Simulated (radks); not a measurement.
Effect of the nuclear size on neutral argon, [Ar]. Calculated with a radial shooting solver on a logarithmic mesh with Libxc functionals: Dirac Kohn-Sham, LDA (Slater exchange, Perdew-Wang correlation), spin-unpolarised, spherical densities, finite nucleus; Fermi nuclear charge, rms radius 3.4274 fm. The rms radius is varied about that value; shifts are against it.

rms radius (fm)  total energy shift (eV)  density at nucleus (e/bohr^3)  1s1/2 shift (meV)  2s1/2 shift (meV)
3.0332                          -0.00400                           4315              -1.69             -0.128
3.1429                          -0.00294                           4312              -1.24             -0.094
3.4274                                 0                           4304              0.000              0.000
3.5714                           0.00158                           4300              0.667              0.050
3.8593                           0.00493                           4293               2.08              0.157

Slopes of the eigenvalues against <r^2> in GHz/fm^2, as finite differences over the two radii next to the reference (eigenvalue slopes, not the field-shift constants of lines): 1s1/2 160, 2s1/2 12.1.
